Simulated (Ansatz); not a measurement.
**One arrangement of a pair**

The pair of Ag⁺ (SMILES [Ag+], atom 1) and Br₂ (SMILES BrBr, atoms 2–3), both closed shells, in one local arrangement (a lower one may exist), relaxed at PBE0-D4/def2-TZVP:

Ag1  (0.888, 0.026, -1.798)
Br2  (-1.042, -0.031, -0.078)
Br3  (0.154, 0.004, 1.875)
(Å)

Program: Ansatz 0.2.0. Basis: def2-TZVPPD, with def2-QZVPPD for the basis limit. Cores are frozen in the correlated methods. Filled d shells of the heavier atoms are correlated. Core potentials replace the inner electrons of the atoms past krypton. The def2 sets are not built for correlating such inner shells, so the correlated values are less sure here. B3LYP uses VWN-RPA correlation. Extrapolation: Hartree–Fock as exp(−7.88 √X), correlation as X^−2.97. Interaction energies count from these two fragments, frozen as in the pair, with the counterpoise correction; negative means bound.

(1) What is the interaction energy by CCSD(T) at an estimated basis limit (MP2 extrapolated from triple and quadruple zeta, plus CCSD(T) − MP2 in triple zeta)? (An estimate is asked for; the value comes from the calculation.)

(2) Which atoms make the shortest contact between the fragments?

T1 diagnostic: at most 0.010.

## Answers

(1) Computed: -24.04 kcal/mol. Hartree–Fock alone gives -9.85 kcal/mol at the basis limit. It counts from the two fragments frozen as in the pair.

The same quantity by other methods in triple zeta, and each one's difference from that estimate:
| method | E_int (kcal/mol) | difference |
| --- | --- | --- |
| PBE-D4 | -30.15 | -6.12 |
| revPBE-D4 | -27.18 | -3.14 |
| BLYP-D4 | -29.63 | -5.59 |
| r2SCAN-D4 | -28.39 | -4.35 |
| B97M-V | -26.13 | -2.09 |
| PBE0-D4 | -25.25 | -1.21 |
| B3LYP-D4 | -26.04 | -2.00 |
| HSE06-D4 | -25.25 | -1.21 |
| wB97X-V | -22.35 | 1.69 |
| wB97M-V | -22.44 | 1.60 |
| B2PLYP | -22.24 | 1.80 |
| HF | -9.25 | 14.79 |
| MP2 | -21.11 | 2.93 |
| CCSD | -17.92 | 6.12 |
| CCSD(T) | -19.37 | 4.67 |
Differences are method less estimate.

(2) Ag1 and Br2, 2.59 Å apart.

Basis-set superposition shift (counterpoise-corrected less uncorrected): CCSD(T) 1.98; MP2 1.89; HF 0.14; PBE0-D4 0.14; wB97M-V 0.14 kcal/mol.

For scale, one of the runs: CCSD(T)/def2-TZVPPD, 170 basis functions, launched by `ansatz run in.yaml --threads 4 --pin off --events-out ev --progress --plain --max-ram 9574MiB`. The run took 11 s on 4 CPU threads of an AMD EPYC 9R45 (shared host), with 1.2 GiB of host memory at its peak.
